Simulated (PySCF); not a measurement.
## Spinor energies of Ge (germanium, neutral)

Start: [Ar] 3d10 4s2 4p1 5s1; 4p3/2 filled at m_j = +3/2; 5s1/2 filled at m_j = +1/2. Calculated with PySCF 2.14 in x2c-SVPall-2c with one added diffuse shell each of s, p, d type (6s7p4d, 47 functions): generalised Hartree-Fock with the X2C-1e Hamiltonian and a Gaussian nucleus; one run each with spin-orbit coupling (SO) switched off, then screened by Boettger's factors. This is a chosen level, not necessarily the ground level.

```
spinor shell  electrons  ε, spin-free (eV)  ε, screened SO (eV)  weight of nominal j (screened SO)  rms radius, screened SO (bohr)
       1s1/2          2           -11179.2             -11179.1                              1.000                          0.0542
       2s1/2          2            -1457.4              -1457.4                              1.000                           0.227
       2p1/2          2            -1269.7              -1291.6                              1.000                           0.201
       2p3/2          4            -1269.7              -1259.2                              1.000                           0.204
       3s1/2          2            -205.78              -205.82                              1.000                           0.668
       3p1/2          2            -146.03              -149.12                              1.000                           0.695
       3p3/2          4            -146.03              -144.58                              1.000                           0.704
       3d3/2          4            -47.862              -48.281                              0.988                           0.812
       3d5/2          6            -47.862              -47.650                              0.992                           0.818
       4s1/2          2            -18.680              -18.701                              0.999                            2.24
       4p3/2          1            -10.698              -10.623                              1.000                            2.92
       5s1/2          1             -2.907               -2.912                              1.000                            6.39
```

```
   quantity    spin-free  screened SO
E (hartree)  -2096.51788  -2096.57648
        M_J            2            2
       ⟨J²⟩        6.011        6.010
       ⟨L²⟩        2.008        2.009
       ⟨S²⟩        2.003        2.004
```

Each row is a mean over spinors that exchange with the open shell spreads, by up to 2.423 eV (4s1/2).

Without spin-orbit coupling the j labels of p, d and f shells carry no meaning; the spin-free column gives the mean over the occupied spinors of each nl shell.
